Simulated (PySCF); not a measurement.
A species of formula C7H7FOS has this rotational fingerprint, computed with PBE0/pcSseg-1 in PySCF (dipole) on a GFN2-xTB geometry, gas phase:

```
Rotational constants : A = 1405, B = 1124, C = 681.5 MHz
Dipole components    : |μa| = 2.05 D, |μb| = 2.62 D, |μc| = 1.06 D
Inertial defect      : -67.76 u·Å²
κ                    : 0.22
```

Task: Which candidate fits, each taken in the one conformer that was computed?
A. `[CH3:1][C@@H:2]([F:3])[c:4]1[cH:5][o:6][cH:7][cH:8][c:9]1=[S:10]` with C1–C2–C4–C5 -99°
B. `[CH3:1][c:2]1[cH:3][s:4][c:5]([C:6](=[O:7])[F:8])[c:9]1[CH3:10]` with S4–C5–C6–O7 -178°
C. `[CH3:1][CH2:2][c:3]1[cH:4][cH:5][s:6][c:7]1[C:8](=[O:9])[F:10]` with C1–C2–C3–C4 -95°, S6–C7–C8–O9 178°

Result: A. It is C[C@@H](F)c1coccc1=S, an asymmetric top, point group C1. The candidates at the same level (rigid rotor, commonest isotopes):

| SMILES | A (MHz) | B (MHz) | C (MHz) | μa (D) | μb (D) | μc (D) | Δ (u·Å²) | point group | rotor |
| --- | --- | --- | --- | --- | --- | --- | --- | --- | --- |
| CCc1ccsc1C(=O)F | 1342 | 1270 | 691.4 | 0.18 | 4.27 | 0.01 | -43.71 | C1 | asymmetric top |
| Cc1csc(C(=O)F)c1C | 1896 | 966.7 | 645.4 | 4.81 | 0.48 | 0.02 | -6.34 | near Cs | asymmetric top |
| C[C@@H](F)c1coccc1=S | 1405 | 1124 | 681.5 | 2.05 | 2.62 | 1.06 | -67.76 | C1 | asymmetric top |

`Cc1csc(C(=O)F)c1C` has A 35 % too high; `CCc1ccsc1C(=O)F` has B 13 % too high. No structure here is proved a minimum.
